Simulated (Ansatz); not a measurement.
`OB(O)Cl` + `BS` → `BSB(O)Cl` + H₂O  (ligand exchange at a B–O bond)

Computed with Ansatz on PBE0-D4/def2-TZVP structures; ΔE is electronic, products minus reactants. CBS: MP2 limit from def2 TZ/QZ plus the TZ coupled-cluster correction, frozen cores. This one scheme is used for every species. Functionals use def2-TZVPP. B3LYP here is the variant with VWN-RPA as its local correlation; programs differ in this. Each species was taken in one conformer, which may not be the lowest.

`OB(O)Cl`:

```xyz
6

O     0.430    0.644    0.828
B     0.015   -0.216   -0.136
O    -1.063    0.062   -0.898
Cl    0.873   -1.736   -0.431
H     1.206    0.340    1.304
H    -1.461    0.906   -0.666
```

`BS`:

```xyz
5

B    -0.123    0.424   -0.376
S     0.797   -0.967    0.202
H     0.236    0.889   -1.413
H    -1.042    0.860    0.242
H     0.131   -1.206    1.345
```

`BSB(O)Cl`:

Z-matrix (Å, degrees):
```
B
S 1 1.779
H 1 1.187 2 121.5
H 1 1.191 2 115.3 3 -180.0
B 2 1.842 1 107.6 3 -0.0
Cl 5 1.747 2 124.3 1 -0.1
O 5 1.346 2 118.3 1 180.0
H 7 0.962 5 114.1 2 -0.0
```

H₂O:

```xyz
3

O    -0.179   -0.257    0.232
H    -0.102    0.691    0.360
H     0.281   -0.435   -0.591
```

```json
{"level": "B97M-V", "ΔE (kJ/mol)": "91.8"}
{"level": "r2SCAN0-D4", "ΔE (kJ/mol)": "90.5"}
{"level": "ωB97M-V", "ΔE (kJ/mol)": "91.5"}
{"level": "PBE-QIDH", "ΔE (kJ/mol)": "86.9"}
{"level": "revPBE", "ΔE (kJ/mol)": "86.2"}
{"level": "PBE0", "ΔE (kJ/mol)": "88.8"}
{"level": "B3LYP", "ΔE (kJ/mol)": "98.8"}
{"level": "CCSD/CBS(def2)", "ΔE (kJ/mol)": "86.8"}
```

(1) What does CCSD(T)/CBS give? (Estimate.)

Largest T1 diagnostic among the species: 0.015.

Answers

(1) The calculation gave: +82.4 kJ/mol. The listed levels differ from it by 9.4, 8.1, 9.1, 4.5, 3.8, 6.4, 16.4, 4.4 kJ/mol.

Leaving LDA and LC-ωPBE aside and taking each functional with its dispersion term where it has one, the values, not all of them listed here, spread over 20.7 kJ/mol, from revPBE-D4 to CAM-B3LYP-D4. LDA lies +3.4 kJ/mol from PBE without D4. From BLYP to BHLYP (50 % exact exchange), in def2-TZVPP and without D4, ΔE moves by +5.4 kJ/mol.
